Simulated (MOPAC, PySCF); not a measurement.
C2H4O2, SMILES `C=C(O)O` (O–C–O–H torsion -42°, O–C–O–H torsion -42°), neutral singlet in the gas phase. 

Cartesian coordinates (Å):
```xyz
8

C     -0.9134    -0.8295    -0.1653
C      0.0581     0.0527     0.0105
O      0.8548     0.0598     1.1091
O      0.3402     1.0254    -0.8929
H     -1.5917    -0.7229    -0.9979
H     -1.0236    -1.6518     0.5248
H      1.7633     0.2203     0.8290
H      0.5123     1.8461    -0.4174
```
Charge 0, spin multiplicity 1.

All levels are single points at this geometry (PBE0-D3(BJ)/def2-TZVP); Pople sets use spherical d functions. Orbital energies aren't observables, and empty levels follow the basis.

```csv
level,HOMO (eV),LUMO (eV),gap (eV),dipole (D),"vertical IE, Delta-SCF (eV)"
PBE0-D3(BJ)/def2-TZVP in PySCF,-6.67,0.62,7.29,2.00,–
B3LYP/3-21G in PySCF,-5.93,1.54,7.47,2.23,–
HF/STO-3G in PySCF,-7.37,9.09,16.45,1.65,–
AM1 in MOPAC,-9.66,1.09,10.76,1.21,–
PM3 in MOPAC,-9.64,1.10,10.74,1.42,–
PM6 in MOPAC,-9.90,0.73,10.63,1.74,–
```
